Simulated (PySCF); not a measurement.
## 29Si chemical shifts

- GIAO PBE0/pcSseg-1 shieldings
- coordinates at the GFN2-xTB level
- run in PySCF 2.14.0 with density-fitted response routines
- gas phase, rapidly exchanging positions averaged, no relativistic terms, single conformer

Shieldings were converted by a linear fit to measured shifts: 29Si (scatter 8.9 ppm rms, 25.8 ppm with the 6 outliers that the fit left out vs TMS, solution or neat liquid). A few per cent of atoms miss by over 2 rms, more outside the fitted compound classes.

**Question.** Give the 29Si shifts of `CN(C)[SiH2][SiH2][SiH2]F`, `[SiH3]P(P)P`, `CC(=O)OC(=O)[SiH2]N([SiH3])[SiH3]`, `C[C@H]([SiH2]F)[SiH2]C(F)(F)F`.

**Answer.** 
```csv
compound,environment,δ (ppm)
[CH3:1][N:2]([CH3:3])[SiH2:4][SiH2:5][SiH2:6][F:7],"Si6: silicon bonded to F, Si, 2 H",6.0
[CH3:1][N:2]([CH3:3])[SiH2:4][SiH2:5][SiH2:6][F:7],"Si4: silicon bonded to N, Si, 2 H",-39.9
[CH3:1][N:2]([CH3:3])[SiH2:4][SiH2:5][SiH2:6][F:7],"Si5: silicon bonded to 2 Si, 2 H",-115.2
[SiH3]P(P)P,"silicon bonded to P, 3 H",-62.9
[CH3:1][C:2](=[O:3])[O:4][C:5](=[O:6])[SiH2:7][N:8]([SiH3:9])[SiH3:10],"Si9/10: silicon bonded to N, 3 H (×2)",-46.9
[CH3:1][C:2](=[O:3])[O:4][C:5](=[O:6])[SiH2:7][N:8]([SiH3:9])[SiH3:10],"Si7: silicon bonded to C, N, 2 H",-54.6
[CH3:1][C@H:2]([SiH2:3][F:4])[SiH2:5][C:6]([F:7])([F:8])[F:9],"Si3: silicon bonded to C, F, 2 H",1.9
[CH3:1][C@H:2]([SiH2:3][F:4])[SiH2:5][C:6]([F:7])([F:8])[F:9],"Si5: silicon bonded to 2 C, 2 H",-38.2
```
